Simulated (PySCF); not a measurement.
PySCF input file for C4H7ClSi, SMILES CC([SiH2]Cl)=C=C, TPSSh-D3(BJ)/def2-SVP. Geometry: TPSSh-D3(BJ)/def2-SVP. The structure was generated by enumeration, and PubChem lists no compound with its InChIKey, so it may never have been made. The values are those of a single conformer.

```python
import numpy as np
from pyscf import gto, scf, dft, df
from pyscf.hessian import thermo

mol = gto.M(
    atom='''
    C     3.13379210    0.48443078    0.07980594
    C     1.95173606   -0.07810360   -0.01586257
    C     0.75140025   -0.60933997   -0.12207725
    C     0.42574939   -2.04808570    0.23301636
    Si   -0.59048761    0.53416257   -0.74621099
    Cl   -2.13791162    0.58160477    0.65428271
    H     3.83638375    0.47943900   -0.76021314
    H     3.45587894    0.97342384    1.00533589
    H     0.04354756   -2.58817563   -0.64920406
    H    -0.36342642   -2.07768460    1.00152450
    H     1.31122606   -2.57723419    0.61207571
    H    -1.18824860    0.02651167   -2.00864726
    H    -0.06010424    1.90475372   -0.92601861
    ''',
    basis='def2-SVP',
    charge=0,
    spin=0,
    max_memory=1600,
    verbose=3,
)
mf = dft.RKS(mol, xc='tpssh').density_fit(auxbasis='def2-universal-jkfit')
mf.disp = 'd3bj'
mf.grids.level = 4
mf.conv_tol = 1e-11
mf.max_cycle = 100
mf.kernel()

# [left out here: the lines that compute and print the analytic Hessian (its translational invariance restored by hand, since the grid's response is missing), thermochemistry and intensities]
```

Program output:

```
[...]
      11   H                -0.56  0.24  0.17    0.01 -0.01 -0.00   -0.61  0.29  0.18
      12   H                 0.64 -0.27 -0.20    0.02 -0.01  0.01   -0.57  0.23  0.11
Mode                                15                  16                  17
Irrep
Freq [cm^-1]                      944.3135            957.0633            990.8101
Reduced mass [au]                   1.8430              1.0569              1.5507
Force const [Dyne/A]                0.9683              0.5704              0.8969
Char temp [K]                    1358.6569           1377.0009           1425.5552
Normal mode                   x     y     z       x     y     z       x     y     z
       0   C                 0.07  0.04  0.00   -0.00  0.00  0.00   -0.03  0.03  0.12
       1   C                 0.03  0.00  0.01    0.00 -0.00 -0.00    0.02 -0.03 -0.11
       2   C                -0.09  0.09 -0.04    0.00 -0.00 -0.00   -0.01  0.01  0.02
       3   C                -0.11 -0.06 -0.01   -0.01  0.01 -0.00    0.00 -0.00 -0.01
       4  Si                 0.02 -0.02  0.01    0.00 -0.02  0.03    0.00  0.00 -0.00
       5  Cl                -0.00 -0.00  0.00   -0.00  0.00  0.00   -0.00  0.00  0.00
       6   H                 0.10  0.07  0.02   -0.01 -0.02 -0.00   -0.42 -0.28 -0.22
       7   H                 0.09  0.06 -0.01    0.02  0.00 -0.00    0.50  0.18 -0.15
       8   H                 0.10 -0.35  0.08    0.01 -0.00 -0.00   -0.01 -0.03  0.01
       9   H                 0.07 -0.33  0.16    0.01 -0.02  0.01    0.01  0.02  0.00
      10   H                 0.19  0.38 -0.08    0.02  0.03 -0.01   -0.00  0.01  0.01
      11   H                 0.02 -0.02  0.01    0.21  0.57 -0.32   -0.00 -0.02  0.01
      12   H                 0.08 -0.04  0.05   -0.17 -0.03 -0.67    0.00  0.00  0.02
Mode                                18                  19                  20
Irrep
Freq [cm^-1]                     1042.0694           1138.2656           1258.4005
Reduced mass [au]                   1.3885              2.9367              2.3415
Force const [Dyne/A]                0.8884              2.2418              2.1847
Char temp [K]                    1499.3058           1637.7108           1810.5581
Normal mode                   x     y     z       x     y     z       x     y     z
       0   C                -0.00  0.00  0.01    0.00 -0.00  0.00   -0.09 -0.04 -0.01
       1   C                -0.00 -0.00 -0.00   -0.02  0.03 -0.01    0.04  0.03  0.00
       2   C                 0.02 -0.03 -0.09    0.08 -0.18  0.07    0.16  0.10  0.01
       3   C                -0.03  0.04  0.12   -0.06  0.10 -0.04   -0.05 -0.04  0.00
       4  Si                -0.00  0.00  0.00   -0.02  0.02 -0.01   -0.01  0.00 -0.00
       5  Cl                -0.00  0.00  0.00    0.00 -0.00 -0.00   -0.00  0.00  0.00
       6   H                -0.07  0.06 -0.05    0.02 -0.02  0.01   -0.30 -0.19 -0.16
       7   H                 0.08 -0.07  0.02    0.02 -0.02  0.01   -0.36 -0.12  0.11
       8   H                 0.21  0.45 -0.24    0.12 -0.11  0.01    0.08 -0.15  0.01
       9   H                -0.14 -0.52 -0.03    0.09 -0.08  0.10    0.06 -0.13  0.11
      10   H                 0.06 -0.09 -0.26    0.17  0.44 -0.10    0.01  0.04 -0.01
      11   H                 0.03 -0.04 -0.00   -0.01 -0.03  0.00   -0.01  0.02 -0.01
      12   H                 0.01 -0.00  0.01    0.00  0.01  0.00    0.06 -0.02  0.02
Mode                                21                  22                  23
Irrep
Freq [cm^-1]                     1391.6536           1450.4921           1473.6434
Reduced mass [au]                   1.2190              1.3858              1.0436
Force const [Dyne/A]                1.3909              1.7178              1.3353
Char temp [K]                    2002.2797           2086.9352           2120.2447
Normal mode                   x     y     z       x     y     z       x     y     z
       0   C                 0.00  0.00  0.00    0.11  0.05  0.01    0.01  0.00 -0.00
       1   C                 0.00  0.00 -0.00    0.02  0.01  0.00   -0.00 -0.00  0.00
       2   C                -0.01 -0.01  0.00   -0.08 -0.05 -0.00   -0.01  0.00  0.01
       3   C                 0.03  0.12 -0.03    0.03  0.00  0.00   -0.01  0.02  0.05
       4  Si                 0.00  0.00 -0.00    0.00  0.00  0.00   -0.00 -0.00  0.00
       5  Cl                -0.00 -0.00  0.00    0.00 -0.00 -0.00    0.00  0.00 -0.00
       6   H                 0.00 -0.00 -0.00   -0.32 -0.27 -0.34   -0.01 -0.02 -0.01
       7   H                 0.00 -0.00  0.00   -0.45 -0.09  0.28   -0.02  0.00  0.01
       8   H                -0.11 -0.40  0.33   -0.21  0.07  0.06    0.32 -0.37  0.12
       9   H                -0.00 -0.54 -0.07   -0.14 -0.01 -0.16   -0.25  0.34 -0.20
      10   H                -0.28 -0.38  0.06    0.08  0.11  0.01    0.14 -0.22 -0.64
      11   H                -0.01  0.00  0.01    0.01 -0.01 -0.00    0.00  0.00  0.00
      12   H                -0.02  0.01 -0.00   -0.01  0.00 -0.00    0.00 -0.00 -0.00
Mode                                24                  25                  26
Irrep
Freq [cm^-1]                     1485.9218           2035.6429           2262.2628
Reduced mass [au]                   1.1181             10.3557              1.0380
Force const [Dyne/A]                1.4545             25.2831              3.1300
Char temp [K]                    2137.9107           2928.8370           3254.8925
Normal mode                   x     y     z       x     y     z       x     y     z
       0   C                -0.05 -0.02 -0.00    0.10  0.05  0.01    0.00  0.00  0.00
       1   C                 0.01  0.01 -0.00   -0.21 -0.10 -0.02   -0.00 -0.00  0.00
       2   C                 0.05  0.02  0.01    0.11  0.06  0.01    0.00  0.00  0.00
       3   C                 0.04 -0.03  0.02   -0.00 -0.00  0.00    0.00 -0.00 -0.00
       4  Si                -0.00 -0.00 -0.00   -0.00 -0.00 -0.00    0.01  0.01  0.03
       5  Cl                -0.00  0.00  0.00   -0.00  0.00  0.00   -0.00 -0.00  0.00
       6   H                 0.08  0.08  0.11    0.05 -0.00 -0.06    0.00  0.00 -0.00
       7   H                 0.13  0.02 -0.09    0.02  0.03  0.07    0.00 -0.00  0.00
       8   H                -0.51  0.01  0.22   -0.01 -0.02  0.02    0.00 -0.00  0.00
       9   H                -0.40 -0.14 -0.42   -0.00 -0.03 -0.01    0.00 -0.00 -0.00
      10   H                 0.26  0.31 -0.08    0.00  0.00  0.00   -0.00 -0.00 -0.00
      11   H                -0.00  0.01 -0.00   -0.00  0.01  0.01   -0.40 -0.34 -0.82
      12   H                 0.01 -0.00  0.00    0.00 -0.01  0.00    0.05  0.13 -0.01
Mode                                27                  28                  29
Irrep
Freq [cm^-1]                     2297.1961           3028.0739           3103.9280
Reduced mass [au]                   1.0449              1.0353              1.1021
Force const [Dyne/A]                3.2488              5.5930              6.2559
Char temp [K]                    3305.1537           4356.7241           4465.8613
Normal mode                   x     y     z       x     y     z       x     y     z
       0   C                 0.00  0.00  0.00   -0.00 -0.00  0.00    0.00 -0.00 -0.00
       1   C                -0.00 -0.00 -0.00   -0.00 -0.00 -0.00    0.00 -0.00 -0.00
       2   C                -0.00 -0.00 -0.00    0.00 -0.00  0.00   -0.00 -0.00  0.00
       3   C                 0.00  0.00  0.00    0.02  0.04 -0.00    0.01 -0.02 -0.08
       4  Si                -0.01 -0.03  0.00    0.00 -0.00  0.00    0.00 -0.00 -0.00
       5  Cl                -0.00  0.00  0.00   -0.00 -0.00  0.00   -0.00 -0.00  0.00
       6   H                 0.00 -0.00  0.00    0.00  0.00 -0.00   -0.00 -0.00  0.00
       7   H                 0.00  0.00  0.00    0.00  0.00  0.01   -0.00  0.00  0.00
       8   H                -0.00  0.00 -0.00   -0.22 -0.31 -0.53    0.23  0.32  0.53
       9   H                -0.00  0.00 -0.00   -0.40 -0.00  0.40   -0.49 -0.02  0.46
      10   H                -0.00 -0.00  0.00    0.38 -0.21  0.16    0.09 -0.05  0.02
      11   H                 0.05  0.03  0.11   -0.00 -0.00 -0.00    0.00 -0.00  0.00
      12   H                 0.34  0.90 -0.11   -0.00  0.00 -0.00    0.00  0.00  0.00
Mode                                30                  31                  32
Irrep
Freq [cm^-1]                     3126.9397           3139.2092           3214.5999
Reduced mass [au]                   1.0599              1.1048              1.1164
Force const [Dyne/A]                6.1059              6.4147              6.7971
Char temp [K]                    4498.9700           4516.6232           4625.0935
Normal mode                   x     y     z       x     y     z       x     y     z
       0   C                 0.06  0.03  0.01   -0.00 -0.00 -0.00   -0.02  0.02  0.09
       1   C                -0.01 -0.00 -0.00    0.00  0.00  0.00   -0.00  0.00  0.00
       2   C                -0.00 -0.00 -0.00   -0.00 -0.00  0.00   -0.00  0.00  0.00
       3   C                -0.00  0.00 -0.00   -0.08  0.02 -0.02    0.00 -0.00 -0.00
       4  Si                -0.00  0.00 -0.00   -0.00 -0.00  0.00    0.00 -0.00  0.00
       5  Cl                -0.00 -0.00  0.00    0.00  0.00 -0.00   -0.00  0.00  0.00
       6   H                -0.43  0.01  0.53    0.02 -0.00 -0.02    0.43  0.00 -0.51
       7   H                -0.19 -0.30 -0.58    0.01  0.01  0.02   -0.20 -0.30 -0.56
       8   H                 0.00  0.00  0.00    0.07  0.13  0.20    0.00  0.00  0.00
       9   H                 0.01  0.00 -0.01    0.26  0.01 -0.27   -0.00 -0.00  0.00
      10   H                 0.03 -0.02  0.01    0.68 -0.39  0.29    0.00 -0.00 -0.00
      11   H                -0.00 -0.00 -0.00    0.00  0.00 -0.00    0.00 -0.00  0.00
      12   H                -0.00 -0.00  0.00    0.00 -0.00  0.00    0.00  0.00 -0.00
temperature 298.1500 [K]
pressure 101325.00 [Pa]
Rotational constants [GHz] 3.91993 1.20161 1.05612
Symmetry number 1
Zero-point energy (ZPE) 0.09346 [Eh]   245368.933 [J/mol]
                           tot       elec      trans        rot        vib
Entropy [J/mol/K]       379.897      0.000    168.311    119.493     92.093
Cv [J/mol/K]            118.646      0.000     12.472     12.472     93.702
Cp [J/mol/K]            126.960      0.000     20.786     12.472     93.702
Internal energy [J/mol]                      3718.434   3718.434 259716.376
Internal energy [Eh]   -905.94381  -906.04556
Enthalpy [J/mol]                             6197.391   3718.434 259716.376
Enthalpy [Eh]          -905.94286
Gibbs free energy [J/mol]                  -43984.610 -31908.276 232258.719
Gibbs free energy [Eh] -905.98600
mode   freq/cm-1   IR/(km/mol)
   1       41.31         0.352
   2      111.22         1.667
   3      137.86         0.410
   4      141.84         0.638
   5      228.14         1.767
   6      284.27         4.783
   7      431.82         2.221
   8      490.35        25.873
   9      544.17        82.224
  10      578.86        16.584
  11      607.62        24.602
  12      647.58         4.374
  13      720.38         0.016
  14      840.86        46.229
  15      875.74       327.644
  16      944.31        23.977
  17      957.06       109.182
  18      990.81         0.070
  19     1042.07         0.549
  20     1138.27         8.374
  21     1258.40         1.814
  22     1391.65         2.054
  23     1450.49         0.517
  24     1473.64         8.102
  25     1485.92         7.295
  26     2035.64       147.341
  27     2262.26       119.356
  28     2297.20        82.920
  29     3028.07        25.781
  30     3103.93        10.120
  31     3126.94         0.502
  32     3139.21         9.617
  33     3214.60         0.124
max |gradient| / (hartree/bohr): 2.999770762926934e-05
APT charges: [-0.2149  0.2058 -0.4734  0.0841  1.444  -0.5675  0.051   0.0544 -0.0128
  0.0045 -0.0106 -0.3012 -0.2633]
```

The calculation finished and met its thresholds.
